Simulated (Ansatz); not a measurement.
A nudged elastic band was laid between two geometries of AlFH₆O₂Si (11 atoms, charge 0, multiplicity 1).

Computed with RKS B3LYP-D4/def2-SVP (Ansatz 0.2.0).

```json
{
  "movable images": "9",
  "climbing image": "yes",
  "spring": "5.0 eV/Å²",
  "optimiser": "quadratic models (default)",
  "start path": "through a guess of the saddle point",
  "force threshold": "0.05 eV/Å",
  "iteration limit": "60",
  "end points": "relaxed"
}
```

First end point:

```xyz
11
Properties=species:S:1:pos:R:3
Al 0.014 0.612 0.131
O -0.322 0.762 1.988
Si -1.471 -0.511 2.508
H -2.868 -0.409 2.019
H -0.901 -1.865 2.698
H -1.559 0.038 3.913
H 1.549 0.464 -0.168
O -0.996 -0.832 0.407
H -1.669 -1.205 -0.171
F -0.803 1.844 -0.661
H -0.033 1.391 2.661
```

Last end point:

```xyz
11
Properties=species:S:1:pos:R:3
Al -0.053 0.671 0.116
O -0.060 0.474 1.999
Si -1.422 -0.578 2.497
H -1.220 -2.036 2.331
H -1.151 -0.349 3.966
H -2.795 -0.044 2.324
H 1.320 0.243 -0.514
O -1.358 -0.528 0.329
H -2.176 -0.624 -0.168
F -0.621 2.204 -0.259
H 0.478 0.856 2.704
```

What changes between the two ends?

No bond is made or broken.  The two ends are copies of one structure, up to a mirror image or an exchange of like atoms.

What energy profile does the band end with?

The run converged. The highest image is number 5 of 0 to 10, 5.2 kcal/mol above the ends, which have the same energy within 2 meV. A vibrational analysis at the climbing image gives one clearly imaginary mode, 118i cm⁻¹: a first-order saddle point. Another band between the same ends, with other settings, climbed to 0.119 eV only, so this may not be the lowest route.

```json
{"image": "0", "path coordinate (Å)": "0.00", "energy (kcal/mol)": "0.0"}
{"image": "1", "path coordinate (Å)": "0.72", "energy (kcal/mol)": "1.1"}
{"image": "2", "path coordinate (Å)": "1.45", "energy (kcal/mol)": "2.2"}
{"image": "3", "path coordinate (Å)": "2.17", "energy (kcal/mol)": "3.7"}
{"image": "4", "path coordinate (Å)": "2.90", "energy (kcal/mol)": "4.9"}
{"image": "5", "path coordinate (Å)": "3.62", "energy (kcal/mol)": "5.2"}
{"image": "6", "path coordinate (Å)": "4.40", "energy (kcal/mol)": "4.6"}
{"image": "7", "path coordinate (Å)": "5.18", "energy (kcal/mol)": "3.5"}
{"image": "8", "path coordinate (Å)": "5.95", "energy (kcal/mol)": "2.1"}
{"image": "9", "path coordinate (Å)": "6.73", "energy (kcal/mol)": "1.0"}
{"image": "10", "path coordinate (Å)": "7.51", "energy (kcal/mol)": "0.0"}
```

What is the geometry of the highest image?


```xyz
11
Properties=species:S:1:pos:R:3:forces:R:3
Al -0.041 0.479 0.084 -0.02 0.04 0.03
O -0.435 0.484 2.011 0.00 0.02 0.01
Si -1.409 -0.559 2.989 0.01 0.03 -0.02
H -2.225 -1.391 2.084 0.00 -0.02 0.00
H -0.485 -1.371 3.818 -0.01 0.00 0.01
H -2.228 0.345 3.837 0.00 -0.01 0.01
H 1.397 -0.127 -0.162 0.00 0.00 -0.01
O -1.462 -0.370 -0.395 0.03 0.00 -0.03
H -1.573 -0.820 -1.236 -0.02 0.00 0.01
F -0.127 2.176 0.107 0.01 -0.04 0.00
H -0.471 1.441 2.188 0.00 -0.03 -0.01
```

The run took 3.5 min on 4 threads of Arm Neoverse V2 (shared host), peak memory 0.24 GiB.
